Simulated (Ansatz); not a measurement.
Two members of one family (Si17H24 nanocrystal and its variants), computed with Ansatz in the gas phase. The two geometries come from different levels. Binding counts from free atoms in the multiplicity of their measured ground term, without zero-point energy. Sets without diffuse functions give affinities that are too small. A dash marks a value that wasn't run or was left out as unsound. The structures are stationary points that may keep the symmetry of their start. Remarks come from the PBE and PBE0 runs and from stability tests at other levels; not every state was tested. A HOMO above zero means that the electron is unbound at that level and held by the basis, or that self-interaction error raises the level; the energy of removing that electron tells which. HOMO above LUMO (over both spins in singlets and doublets, within one spin in higher multiplets; at PBE or PBE0), or a gap under 0.15 eV within one spin, warns that the state may not be the lowest or that an electron is smeared out.

First: Si17H24 (singlet, charge 0, PBE-D4/def2-SVP geometry).

```
atom   x (Å)   y (Å)   z (Å)
 Si1  -3.036   2.092  -2.525
 Si2  -2.975  -0.456   0.995
 Si3   3.115  -2.402  -0.930
 Si4   0.177  -2.483   1.538
 Si5  -0.049  -0.281  -1.582
 Si6  -0.790   2.776   0.600
 Si7   2.369   0.665   1.257
 Si8  -0.565   0.610   3.735
 Si9  -1.384   0.604  -3.307
Si10   1.667  -1.548  -2.579
Si11  -1.276  -1.647  -0.118
Si12  -2.125   3.726  -1.090
Si13  -2.024   1.412   2.067
Si14   1.884  -3.764   0.544
Si15   4.078  -0.612   0.260
Si16   1.124  -0.686   2.727
Si17   0.918   1.500  -0.395
 H18  -3.684   2.782  -3.702
 H19  -4.105   1.318  -1.797
 H20  -3.571  -1.353   2.052
 H21  -4.077  -0.045   0.053
 H22   4.208  -3.221  -1.578
 H23  -0.620  -3.336   2.500
 H24  -0.166   3.884   1.419
 H25   2.958   1.822   2.032
 H26  -1.332  -0.226   4.731
 H27   0.058   1.772   4.470
 H28  -2.028  -0.522  -4.080
 H29  -0.471   1.353  -4.247
 H30   1.062  -2.681  -3.372
 H31   2.431  -0.662  -3.531
 H32  -1.860  -2.801  -0.900
 H33  -3.238   4.546  -0.483
 H34  -1.259   4.649  -1.911
 H35  -3.117   2.239   2.705
 H36   1.280  -4.919  -0.217
 H37   2.796  -4.321   1.608
 H38   5.004  -1.149   1.323
 H39   4.883   0.250  -0.680
 H40   2.052  -1.242   3.784
 H41   1.688   2.358  -1.374
```

| level | HOMO (eV) | LUMO (eV) | gap (eV) | vertical IE (eV) | vertical EA (eV) | vertical triplet (eV) | binding per atom (eV) |
| --- | --- | --- | --- | --- | --- | --- | --- |
| LDA (SPW92)/def2-TZVP | -6.25 | -2.31 | 3.93 | 7.79 | 0.84 | – | 3.61 |
| PBE-D4/def2-TZVP | -6.18 | -2.14 | 4.04 | 7.79 | 0.78 | 3.93 | 3.26 |
| BLYP-D4/def2-TZVP | -6.04 | -1.90 | 4.14 | – | – | – | 3.19 |
| r2SCAN-D4/def2-TZVP | -6.40 | -2.02 | 4.38 | – | – | – | 3.27 |
| PBE0-D4/def2-TZVP | -7.11 | -1.44 | 5.67 | 8.23 | 0.54 | 4.53 | 3.26 |

Remarks: HOMO above zero (-1 doublet), gap within one spin near zero at PBE or PBE0 (-1 doublet), gap within one spin near zero at PBE or PBE0 (triplet).

Second: Si17OH22, double-bonded O in place of two caps (singlet, charge 0, r2SCAN-D4/def2-SVP geometry).

```xyz
40

Si    2.3257    3.6383   -0.7584
Si   -0.4878    1.0655   -2.9299
Si    1.1005   -3.7204    1.4900
Si   -0.9333   -2.4166   -1.5887
Si    1.5979   -0.1100    0.1656
Si   -1.1336    2.5260    0.6616
Si   -1.6550   -1.0728    1.9564
Si   -3.6690    0.2423   -1.0404
Si    3.2175    1.5834   -0.0400
Si    2.6492   -1.9797    1.1285
Si    0.6651   -0.7106   -1.9061
Si    0.4421    4.2647    0.5035
Si   -2.0665    1.9271   -1.4138
Si    0.1323   -4.2694   -0.5918
Si   -0.6022   -2.9404    2.9220
Si   -2.6071   -1.6457   -0.1176
Si   -0.0910    0.6451    1.6145
O     0.1942   -5.6835   -1.2241
H     3.3771    4.6975   -0.6264
H     1.9498    3.5416   -2.2026
H    -1.2257    0.5130   -4.1129
H     0.4479    2.1255   -3.4167
H     1.7689   -4.9335    2.0604
H    -1.5348   -2.8129   -2.9023
H    -2.2586    2.9632    1.5541
H    -2.7477   -0.5848    2.8617
H    -4.3236   -0.1349   -2.3344
H    -4.7236    0.7340   -0.0964
H     4.3007    1.1373   -0.9746
H     3.8237    1.7773    1.3171
H     3.7438   -2.4628    0.2295
H     3.2572   -1.5757    2.4384
H     1.7529   -1.2251   -2.8026
H    -0.1851    5.4844   -0.0981
H     0.8935    4.6056    1.8916
H    -2.7347    3.1291   -2.0170
H    -1.6016   -4.0328    3.1477
H    -0.0028   -2.5631    4.2430
H    -3.6012   -2.7504    0.0877
H     0.5450    1.0242    2.9214
```

Problem. What does the change do? Estimate second minus first.

Solution. 
```csv
level,Δ HOMO (eV),Δ LUMO (eV),Δ gap (eV),Δ vertical IE (eV),Δ vertical EA (eV),Δ vertical triplet (eV),Δ binding per atom (eV)
LDA (SPW92)/def2-TZVP,0.34,-1.23,-1.57,–,–,–,0.09
PBE-D4/def2-TZVP,0.40,-1.22,-1.62,-0.09,0.94,-1.67,0.08
BLYP-D4/def2-TZVP,0.41,-1.26,-1.67,–,–,–,0.07
r2SCAN-D4/def2-TZVP,0.37,-1.30,-1.67,–,–,–,0.07
PBE0-D4/def2-TZVP,0.21,-1.23,-1.44,-0.15,1.13,-2.15,0.06
```

Remarks: gap within one spin near zero at PBE or PBE0 (+1 doublet), HOMO above zero (-1 doublet).
